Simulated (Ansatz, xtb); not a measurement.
**A geometry optimisation of CH3FInS with r2SCAN-D4/def2-SVP**

The starting geometry of this gas-phase doublet was built from a drawn formula by distance geometry; its bonds are those of `[F][InH][CH2][S]`.

```yaml
atoms:
  - { symbol: C, position_ang: [-0.1792, 1.0014, -0.5924] }
  - { symbol: F, position_ang: [-3.7904, 0.5908, -0.5090] }
  - { symbol: In, position_ang: [-1.9372, -0.2377, -0.4218] }
  - { symbol: S, position_ang: [1.1366, 0.0593, -1.4730] }
  - { symbol: H, position_ang: [-1.6018, -1.5431, 0.8622] }
  - { symbol: H, position_ang: [-0.1687, 1.9790, -1.0912] }
  - { symbol: H, position_ang: [0.1691, 1.0487, 0.4659] }
```

Problem. Predict what it relaxes into with r2SCAN-D4/def2-SVP.

Solution. It rearranges to `[CH2][S][InH][F]`. Contacts that open: C1–In3 (2.16 → 3.19 Å). Contacts that close: In3–S4 (3.26 → 2.40 Å).

The energy falls by 1.19 eV over 24 steps:

```csv
step,E − E(last) (eV)
1,1.190
4,0.483
6,0.385
9,0.269
11,0.222
14,0.212
16,0.199
19,0.079
21,0.033
24,0.000
```

Final geometry (Å):

```xyz
7

C     0.2017    1.5233   -0.5950
F    -2.8830    0.7399   -0.4551
In   -1.8257   -0.8974   -0.1546
S     0.4576   -0.1668   -0.2909
H    -2.6131   -2.3767    0.1237
H    -0.8052    1.9402   -0.6636
H     1.0961    2.1360   -0.7239
```

From the same start GFN2-xTB ends elsewhere, in pieces: CH2S + FHIn.

No frequencies were run, so the end isn't proven a minimum. Open shells are spin-unrestricted. Atoms past krypton carry core potentials, without spin–orbit terms. Run with Ansatz 0.2.0, 2 min on 2 threads of Intel(R) Xeon(R) Platinum 8375C CPU @ 2.90GHz (Ice Lake), with other jobs on the host.
